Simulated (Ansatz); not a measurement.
Geometry optimisation, RKS PBE-D4/6-31G* (Ansatz).

input.yaml

```yaml
crystal:
  periodic: [false, false, false]
  atoms:
    - { symbol: Al, position_ang: [0.023064, -0.631802, -0.452808] }
    - { symbol: H, position_ang: [0.012919, 0.004447, 2.232585] }
    - { symbol: Cl, position_ang: [1.811361, 0.256361, -1.06995] }
    - { symbol: Cl, position_ang: [-1.791065, 0.218087, -1.050989] }
    - { symbol: F, position_ang: [0.045553, -2.071542, 0.405055] }
    - { symbol: H, position_ang: [0.025968, -0.674051, 2.008107] }
basis:
  gaussian: { orbitals: "6-31G*" }
hamiltonian:
  xc: pbe
  dispersion: d4
relax:
  f_tol: 0.03
  max_steps: 50
```

Command:

```bash
$ ansatz run input.yaml --threads 1 --pin off --max-ram 2048MiB --backend cpu --events-out ev --progress --plain --runs-dir out
```

Task: Where does it end, and by what steps?

Result: The run converged. After 8 steps the energy has fallen by 0.102 eV; H2 moved furthest, 0.44 Å.

```
step  energy less start (eV)  largest force component (eV/Å)  accepted
   0                  0.0000                           1.553       yes
   1                 -0.0500                           0.724       yes
   2                 -0.0646                           0.565       yes
   3                 -0.0764                           0.596       yes
   4                 -0.0877                           0.559       yes
   5                 -0.0970                           0.429       yes
   6                 -0.1013                           0.102       yes
   7                 -0.1018                           0.054       yes
   8                 -0.1023                           0.007       yes
```

```xyz
6
Properties=species:S:1:pos:R:3
Al 0.022 -0.702 -0.328
H 0.017 0.175 1.825
Cl 1.823 0.263 -0.791
Cl -1.804 0.218 -0.782
F 0.043 -2.287 0.166
H 0.027 -0.566 1.983
```

Whether the end is a true minimum wasn't checked by a vibrational analysis.

Run time: 7.3 s on 1 thread of AMD EPYC 9R45 96-Core Processor (Zen 5), on a shared host, peak memory 0.17 GiB.
